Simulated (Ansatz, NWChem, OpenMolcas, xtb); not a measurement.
# Ligand exchange: BH3 + GeH3(SH) → BH2(SH) + GeH4

Species: BH3 (borane) `B`, singlet; GeH3(SH), singlet; BH2(SH), singlet; GeH4 (germane) `[GeH4]`, singlet. The partners trade H for SH: B–H and Ge–SH bonds give way to B–SH and Ge–H.

Shapes, held fixed at every level: PBE0-D4/def2-TZVP. Programs: Ansatz 0.2.0, NWChem 7.3.0, OpenMolcas 26.06, xtb 6.7.1, xtb 6.7.1 later snapshot. A level may come from different programs for different species; with the same settings they agree closely. The zero-point and thermal change to 298 K, harmonic and unscaled (PBE0-D4/def2-TZVP), is +1.2 kJ/mol.

Task: Estimate ΔH(298 K) of this reaction.

Result: The highest level, CCSD(T)/def2-TZVPP, gives ΔH(298 K) = -63.6 kJ/mol; the levels span -90.2 to +13.2. They disagree on the sign: 1 of 9 are positive. GFN0-xTB strays far from the other rows. The column of differences is taken from that level and isn't an error. No measured value is set beside it here. Relativity is left out for Ge unless named. Correlated rows may include outer-core shells of Ge, which these sets cover unevenly.

```csv
level,kind,ΔH(298 K) (kJ/mol),less CCSD(T)/def2-TZVPP
GFN0-xTB,semi-empirical,+13.2,+76.8
HF/def2-SVP,Hartree–Fock,-56.2,+7.4
HF/def2-TZVPP,Hartree–Fock,-45.4,+18.2
SPW92/def2-TZVPP,LDA,-90.2,-26.6
r2SCAN-D4/def2-TZVPP,meta-GGA,-71.0,-7.4
BHLYP-D4/def2-TZVPP,global hybrid,-56.7,+6.9
r2SCAN0-D4/def2-TZVPP,global hybrid,-66.6,-3.0
CCSD/def2-TZVPP,coupled cluster or CI,-60.5,+3.1
CCSD(T)/def2-TZVPP,coupled cluster or CI,-63.6,0.0
```
